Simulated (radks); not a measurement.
All-electron atom: Ni in [Ar] 3d8 4s2 (the NIST ground configuration). All-electron calculation, Dirac Kohn-Sham, LDA (Slater exchange, Perdew-Wang correlation), spin-unpolarised, spherical densities, finite nucleus; open shells fill j = l - 1/2 first; Fermi nuclear charge, rms radius 3.7757 fm. Program: a radial shooting solver on a logarithmic mesh with Libxc functionals.

Normalised radial functions P(r) = r R(r) (large component), r in bohr:

| r | 3s1/2 | 3p1/2 | 3p3/2 |
|---|---|---|---|
| 0.003093 | 0.1032 | 0.0033 | 0.0023 |
| 0.004651 | 0.1471 | 0.0066 | 0.0051 |
| 0.006994 | 0.2046 | 0.0134 | 0.0111 |
| 0.01052 | 0.2741 | 0.0273 | 0.0238 |
| 0.01582 | 0.3457 | 0.0551 | 0.0497 |
| 0.02379 | 0.3936 | 0.1080 | 0.1002 |
| 0.03577 | 0.3688 | 0.2018 | 0.1911 |
| 0.05379 | 0.2051 | 0.3480 | 0.3351 |
| 0.08089 | -0.1323 | 0.5281 | 0.5156 |
| 0.1216 | -0.5386 | 0.6463 | 0.6403 |
| 0.1829 | -0.6801 | 0.5099 | 0.5180 |
| 0.2751 | -0.1895 | -0.0387 | -0.0151 |
| 0.4137 | 0.7588 | -0.8121 | -0.7857 |
| 0.6221 | 1.2938 | -1.2227 | -1.2128 |
| 0.9355 | 0.9521 | -0.9542 | -0.9634 |
| 1.407 | 0.3481 | -0.4186 | -0.4312 |
| 2.116 | 0.0566 | -0.0948 | -0.1004 |
| 3.181 | 0.0031 | -0.0089 | -0.0098 |
| 4.784 | 0.0000 | -0.0002 | -0.0003 |
| 7.195 | 0.0000 | 0.0000 | 0.0000 |

3s1/2: eigenvalue -110.45 eV, 2 radial nodes at r = 0.0704, 0.300 bohr, <r> = 0.741 bohr, 90 % of the charge inside 1.11 bohr. 3p1/2: eigenvalue -72.710 eV, 1 radial node at r = 0.269 bohr, <r> = 0.773 bohr, 90 % of the charge inside 1.19 bohr. 3p3/2: eigenvalue -70.490 eV, 1 radial node at r = 0.273 bohr, <r> = 0.783 bohr, 90 % of the charge inside 1.21 bohr.
